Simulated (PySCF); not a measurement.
F6Re, charge +1, singlet, geometry from GFN2-xTB (such geometries of metal compounds can be far from the true shape) (the multiplicity is a formal guess) (core potentials on Re), with bond 3-1 at 1.3 times its length; DF-PBE/def2-SVP in PySCF.

PySCF was given this input:
```python
from pyscf import gto, scf, dft

mol = gto.Mole()
mol.atom = '''
    Re    0.000000   -0.000000   -0.000000
    F     1.061690   -0.442491   -1.297209
    F    -1.380197    0.575238    1.686372
    F    -1.080918    0.738571   -1.136603
    F    -0.842714   -1.504809   -0.176407
    F     0.842714    1.504809    0.176407
    F     1.080918   -0.738571    1.136603
'''
mol.basis = 'def2-svp'
mol.ecp = {'Re': 'def2-svp'}
mol.charge = 1
mol.spin = 0
mol.verbose = 4
mol.build()

mf = dft.RKS(mol)
mf.xc = 'pbe'
mf.diis_space = 20
mf = mf.density_fit(auxbasis='def2-universal-jkfit')
mf.kernel()
```

What the program printed (banner, timings and long lists left out):

```
PySCF version 2.14.0

[INPUT] verbose = 4
[INPUT] num. atoms = 7
[INPUT] num. electrons = 68
[INPUT] charge = 1
[INPUT] spin (= nelec alpha-beta = 2S) = 0
[INPUT] symmetry False subgroup None
[INPUT] Mole.unit = angstrom
[INPUT] Symbol           X                Y                Z      unit          X                Y                Z       unit  Magmom
[INPUT]  1 Re     0.000000000000   0.000000000000   0.000000000000 AA    0.000000000000   0.000000000000   0.000000000000 Bohr   0.0
[INPUT]  2 F      1.061690000000  -0.442491000000  -1.297209000000 AA    2.006303329189  -0.836186802585  -2.451369736321 Bohr   0.0
[INPUT]  3 F     -1.380197000000   0.575238000000   1.686372000000 AA   -2.608194327946   1.087042276443   3.186781224135 Bohr   0.0
[INPUT]  4 F     -1.080918000000   0.738571000000  -1.136603000000 AA   -2.042638983113   1.395696913546  -2.147868382359 Bohr   0.0
[INPUT]  5 F     -0.842714000000  -1.504809000000  -0.176407000000 AA   -1.592498661337  -2.843676879781  -0.333360916456 Bohr   0.0
[INPUT]  6 F      0.842714000000   1.504809000000   0.176407000000 AA    1.592498661337   2.843676879781   0.333360916456 Bohr   0.0
[INPUT]  7 F      1.080918000000  -0.738571000000   1.136603000000 AA    2.042638983113  -1.395696913546   2.147868382359 Bohr   0.0

nuclear repulsion = 473.35360899115
number of shells = 48
number of NR pGTOs = 201
number of NR cGTOs = 116
basis = def2-svp
ecp = {'Re': 'def2-svp'}

******** <class 'pyscf.df.df_jk.DFRKS'> ********
method = DFRKS
initial guess = minao
damping factor = 0
level_shift factor = 0
DIIS = <class 'pyscf.scf.diis.CDIIS'>
diis_start_cycle = 1
diis_space = 20
diis_damp = 0
SCF conv_tol = 1e-09
SCF conv_tol_grad = None
SCF max_cycles = 50
direct_scf = False
XC library pyscf.dft.libxc version 7.1.2
    S. Lehtola, C. Steigemann, M. J. T. Oliveira, and M. A. L. Marques,  SoftwareX 7, 1–5 (2018)
XC functionals = pbe
    J. P. Perdew, K. Burke, and M. Ernzerhof,  Phys. Rev. Lett. 77, 3865 (1996)
    J. P. Perdew, K. Burke, and M. Ernzerhof,  Phys. Rev. Lett. 78, 1396 (1997)
    J. P. Perdew, K. Burke, and M. Ernzerhof,  Phys. Rev. Lett. 77, 3865 (1996)
    J. P. Perdew, K. Burke, and M. Ernzerhof,  Phys. Rev. Lett. 78, 1396 (1997)
radial grids:
    Treutler-Ahlrichs [JCP 102, 346 (1995); DOI:10.1063/1.469408] (M4) radial grids

becke partition: Becke, JCP 88, 2547 (1988); DOI:10.1063/1.454033
pruning grids: <function nwchem_prune>
grids dens level: 3
symmetrized grids: False
atomic radii adjust function: <function treutler_atomic_radii_adjust>
small_rho_cutoff = 0
Set gradient conv threshold to 3.16228e-05
Initial guess from minao.
tot grids = 109880
init E= -664.631266725104
  HOMO = -0.638905003613657  LUMO = -0.394674875844788  gap/eV = 6.64584
cycle= 1 E= -675.210626704438  delta_E= -10.6  |g|= 2.01  |ddm|=  7.9
  HOMO = -0.603095805169239  LUMO = -0.589228322102395  gap/eV = 0.37735
cycle= 2 E= -659.664287660991  delta_E= 15.5  |g|= 5.98  |ddm|= 6.86
  HOMO = -0.512925843173665  LUMO = -0.424933603865368  gap/eV = 2.39439
cycle= 3 E= -674.805710812547  delta_E= -15.1  |g|= 2.61  |ddm|= 5.95
  HOMO = -0.587183188511675  LUMO = -0.476932760104156  gap/eV = 3.00007
cycle= 4 E= -676.045380215182  delta_E= -1.24  |g|= 0.36  |ddm|= 1.63
  HOMO = -0.544162913920637  LUMO = -0.511336832564254  gap/eV = 0.89324
cycle= 5 E= -671.361922998423  delta_E= 4.68  |g|= 4.19  |ddm|= 3.21
  HOMO = -0.555667914801127  LUMO = -0.513153251346547  gap/eV = 1.15688
cycle= 6 E= -675.957655669382  delta_E= -4.6  |g|= 0.795  |ddm|= 2.51
  HOMO = -0.550010741092418  LUMO = -0.504862677552015  gap/eV = 1.22854
cycle= 7 E= -675.982241639306  delta_E= -0.0246  |g|= 0.712  |ddm|= 0.219
  HOMO = -0.550006538290555  LUMO = -0.504450651793577  gap/eV = 1.23964
cycle= 8 E= -675.991662335587  delta_E= -0.00942  |g|= 0.679  |ddm|= 0.0347
  HOMO = -0.560200956242084  LUMO = -0.505782876212087  gap/eV = 1.48079
cycle= 9 E= -676.075259443445  delta_E= -0.0836  |g|= 0.233  |ddm|= 0.345
  HOMO = -0.55455830752326  LUMO = -0.496546546266551  gap/eV = 1.57858
cycle= 10 E= -676.082761233093  delta_E= -0.0075  |g|= 0.15  |ddm|= 0.0943
  HOMO = -0.56171820257064  LUMO = -0.495759137788558  gap/eV = 1.79484
cycle= 11 E= -676.087595704861  delta_E= -0.00483  |g|= 0.0377  |ddm|= 0.173
  HOMO = -0.560462460954484  LUMO = -0.495961415189012  gap/eV = 1.75516
cycle= 12 E= -676.087924374924  delta_E= -0.000329  |g|= 0.00686  |ddm|= 0.0302
  HOMO = -0.560096452801871  LUMO = -0.495886454317533  gap/eV = 1.74724
cycle= 13 E= -676.087934287176  delta_E= -9.91e-06  |g|= 0.00281  |ddm|= 0.0066
  HOMO = -0.559968096054144  LUMO = -0.495832577284312  gap/eV = 1.74522
cycle= 14 E= -676.087935261415  delta_E= -9.74e-07  |g|= 0.00154  |ddm|= 0.00259
  HOMO = -0.560007110155514  LUMO = -0.495813507572477  gap/eV = 1.74680
cycle= 15 E= -676.087935774439  delta_E= -5.13e-07  |g|= 0.000389  |ddm|= 0.00122
  HOMO = -0.560012075190358  LUMO = -0.49580637281251  gap/eV = 1.74713
cycle= 16 E= -676.087935804953  delta_E= -3.05e-08  |g|= 7.07e-05  |ddm|= 0.000301
  HOMO = -0.560015591307665  LUMO = -0.49580568998263  gap/eV = 1.74724
cycle= 17 E= -676.087935806167  delta_E= -1.21e-09  |g|= 1.46e-05  |ddm|= 8.36e-05
  HOMO = -0.560014981692462  LUMO = -0.49580574480594  gap/eV = 1.74722
cycle= 18 E= -676.087935806213  delta_E= -4.59e-11  |g|= 2.12e-06  |ddm|= 1.28e-05
  HOMO = -0.560014642496332  LUMO = -0.495805775589378  gap/eV = 1.74721
Extra cycle  E= -676.087935806191  delta_E= 2.23e-11  |g|= 1.1e-05  |ddm|= 9.98e-06
converged SCF energy = -676.087935806191
```
